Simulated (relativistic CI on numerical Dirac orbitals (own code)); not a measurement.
Computed by Dirac-Coulomb-Breit CI, KLI orbitals optimised for each configuration, model QED (radiative potential, 1s self-energy scaled to tabulated hydrogen-like ionisation energies), unscaled Slater integrals (own radial code, finite nucleus).

The strongest absorption lines from the ground level of an ion, among the configurations computed and to levels below about 7120 eV (vacuum wavelength in Å, gf): 1.7495 (0.25), 2.2628 (0.39), 2.2683 (0.21), 2.2733 (0.17), 2.3011 (0.97), 2.3137 (0.62), 22.332 (0.13), 22.342 (0.21).

Question: Which ion is it?
A. Xe L
B. Ce LIV
C. Xe LII
D. Sm LVIII

Answer: A. Xe L has 5 electrons and the ground level 2s2 2p 2P°_1/2; the strongest line goes to 2s2 3d 2D_3/2. The pattern of lines fixes the number of electrons, and along that sequence the line energies rise steadily with the charge (about as its square where n changes within one kind of shell, about linearly where n is kept but much faster in heavy ions where fine structure, which grows about as Z⁴, sets the gap, and irregularly where shells cross), which fixes Z. Configurations outside the model, such as inner-shell arrays, can give stronger lines. At this charge energies of transitions that change n are usually good to better than 1 %, and those within a shell (Δn = 0) to a few per cent.

LS names give the leading component of a level, which can be under half, so a name can repeat, a term be missing and a line seem to break the LS rules.
